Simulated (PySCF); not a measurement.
Gas-phase reaction: 4 SiH3Br → 2 SiBr2 + 6 H + Si2H6

Energies from PySCF, thermal terms from the rigid-rotor harmonic-oscillator model, ideal gas at 1 bar. † marks an energy on the PBE0/def2-TZVP geometry and frequencies; other levels use their own. MP2 and CCSD(T) freeze the core. 6-31G* has spherical d functions here. Open shells (unrestricted): H (multiplicity 2); the rest are closed-shell singlets. Br: all electrons, no relativistic terms. MP2 isn't extrapolated to the basis-set limit. CCSD(T) isn't extrapolated to the basis-set limit.

| level | ΔH°(298 K), kJ |
|---|---|
| CCSD(T)/def2-SVP† | … |
| HF/6-31G* | 1335 |
| MP2/def2-TZVPP† | … |
| PBE0/def2-SVP† | 1523 |
| PBE0/def2-TZVP | … |
| ωB97M-V/def2-TZVP† | 1581 |

Q: Complete the blanks.

A: 
- CCSD(T)/def2-SVP†, ΔH°(298 K), kJ: 1534
- MP2/def2-TZVPP†, ΔH°(298 K), kJ: 1551
- PBE0/def2-TZVP, ΔH°(298 K), kJ: 1540
